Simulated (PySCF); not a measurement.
# How strongly Ga binds etchant and ambient atoms

PBE in PySCF with def2-TZVPP on every atom, for the lowest determinant that a PBE0 search found; no spin–orbit coupling. D0 is De less the harmonic zero-point energy.

```json
{"X": "Cl", "state of GaX": "singlet (closed shell)", "D0(GaX) (eV)": "4.95", "D0(X₂) (eV)": "2.81"}
{"X": "Br", "state of GaX": "singlet (closed shell)", "D0(GaX) (eV)": "4.48", "D0(X₂) (eV)": "2.47"}
{"X": "O", "state of GaX": "doublet (σ ↑)", "D0(GaX) (eV)": "4.75", "D0(X₂) (eV)": "6.15"}
```

Question: Give the energy of Ga + X₂ → GaX + X at 0 K for each X.

Answer: Cl: 2.81 − 4.95 = -2.14 eV; Br: 2.47 − 4.48 = -2.01 eV; O: 6.15 − 4.75 = +1.40 eV (PBE/def2-TZVPP; negative means exothermic).

Question: Does an atom of Br displace Cl from GaCl?

Answer: GaCl + Br → GaBr + Cl has ΔE = 4.95 − 4.48 = +0.47 eV at PBE/def2-TZVPP, so it is uphill.

Gas-phase diatomics only hint at surface chemistry, where an atom holds several bonds.

States were picked by a PBE0 search and need not be the measured ground states.
